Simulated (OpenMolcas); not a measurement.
Co2+ with 3 ligands (water) in trigonal planar coordination (D3h) at 1.91 Å. Ligand basis ANO-RCC-VDZP.

* Program: OpenMolcas 26.06
* Method: SS-CASPT2, IPEA 0.25 Eh, imaginary shift 0.1 Eh (closed shells correlated: 3s 3p and the ligand valence shells)
* Basis: ANO-RCC-VDZP [5s4p2d1f]
* Scalar Hamiltonian: DKH2, point nucleus
* Active space: 7 electrons in 5 orbitals (3d)
* State averaging: 2S+1 = 4 even, 10 roots; 2S+1 = 2 even, 40 roots
* Spin-orbit coupling: state interaction with AMFI integrals over the reference wave functions

Question: What is the spin-free ground state?

Answer: A state of multiplicity 4, 1-fold in its orbital part, 98 % from free-ion F terms; it has the highest spin that d7 allows.

Question: Where is the first state of the same spin?

Answer: A 2-fold state lies at 238 cm-1 above the ground state. The two act as a nearly degenerate pair, with unquenched orbital momentum.

Question: What are the lowest two levels with spin-orbit coupling?

Answer: A 2-fold level with g = 1.67, 6.48, 6.48, then a 2-fold level 150 cm-1 above it. Their leading multiplicities are 4 (100 %) and 4 (100 %).

Question: What is χT at 300 K, and how does it compare with the textbook value?

Answer: The lowest level has 2S+1 = 4, for which the spin-only value is χT = S(S+1) / 2 = 1.875 cm3 K/mol (g = 2). The computed 4.740 at 300 K differs by +2.865, through orbital momentum, spin-orbit coupling and any other state in reach.

Roots that are degenerate in the reference are averaged as groups; the widest CASPT2 spread within a group is 120 cm-1 (the 2-fold group of multiplicity 4 near 2760 cm-1 above the lowest state of its run). Shifts and gaps below about the spread of the groups concerned are not significant. Spin-orbit coupling mixes the spin-free states strongly: the lowest level takes only 60 % from its leading state, an unlabelled state of the same spin as most of the rest. A single d shell leaves out the double-shell effect, which counts most for late 3d ions, where the CASPT2 field can be off either way by tens of per cent. Ligand-to-metal charge-transfer states are missing. For late 3d ions with one d shell CASPT2 can put B and the spin-flip bands somewhat low as well as high. Free-ion shares, where given, are those of the reference states; single-state CASPT2 does not remix them. No measured value stands beside these numbers; the geometry was imposed, not optimised, and the real ion may take another.
